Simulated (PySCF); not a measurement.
**Polarisability and C₆ of Os³⁺ (osmium, charge +3)**

[Xe] 4f14 5d5, high-spin 6S determinant. Computed with PySCF 2.14 in x2c-TZVPPall with one added diffuse shell each of s, p, d, f type (12s8p8d4f1g, 113 functions), with scalar relativity by spin-free X2C-1e. Coupled (time-dependent) response in atomic units; α is the mean over directions.

| method | mean α (bohr³) | C₆ (like pair) | S(−4) |
| --- | --- | --- | --- |
| M06 | 6.804 | 37.13 | 10.39 |

S(−4) is the Cauchy moment in α(ω) = α(0) + S(−4) ω² + …

α(iu) at M06:

```tsv
u (hartree)	α(iu) (bohr³)
0	6.804
0.0500	6.778
0.100	6.703
0.200	6.429
0.300	6.047
0.500	5.201
0.750	4.261
1.00	3.518
1.50	2.481
2.00	1.823
3.00	1.087
5.00	0.5016
```

For an ion, C₆ is the dispersion term alone; charge-induced terms of lower order in 1/R come first.

Spin-orbit coupling, which splits the p, d and f shells strongly at this Z, is absent.
